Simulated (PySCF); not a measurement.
# SnSb: energy against distance

Set-up: basis Sn cc-pVDZ-PP with ECP28, Sb cc-pVDZ-PP with ECP28; scalar-relativistic core potentials; PySCF 2.14. Energies in eV from Sn + Sb in their ground configurations at the same level. State: ²Π (doublet), unpaired electrons π ↑.

All columns are LC-ωPBE. A positive dipole means Sn(−)Sb(+).

```
R (Å)  E (eV)  μ (D)  Mulliken charge on Sn (basis-dependent)  HOMO (eV)  LUMO (eV)  Mayer bond order  ⟨S²⟩
2.276  -0.767  -0.57                                     0.09      -8.24      -2.22              2.32  0.76
2.382  -1.376  -0.91                                     0.11      -8.15      -2.05              2.29  0.76
2.488  -1.662  -1.17                                     0.13      -7.86      -1.91              2.20  0.83
2.568  -1.744  -1.19                                     0.13      -7.73      -1.83              2.01  0.99
2.647  -1.658  -1.69                                     0.16      -7.74      -1.72              2.20  0.81
2.726  -1.544  -2.00                                     0.18      -7.52      -1.65              2.21  0.77
2.832  -1.311  -2.32                                     0.19      -7.31      -1.58              2.17  0.76
2.965  -0.935  -2.66                                     0.20      -7.09      -1.53              2.12  0.76
3.123  -0.421  -2.99                                     0.20      -6.86      -1.51              2.06  0.76
3.335   0.284  -3.36                                     0.20      -6.62      -1.64              1.92  0.83
```

These are scalar-relativistic numbers at best; spin–orbit coupling would shift them, the dissociation energy most. The state is the lowest determinant that a PBE0 search found; another state may lie lower at other levels.
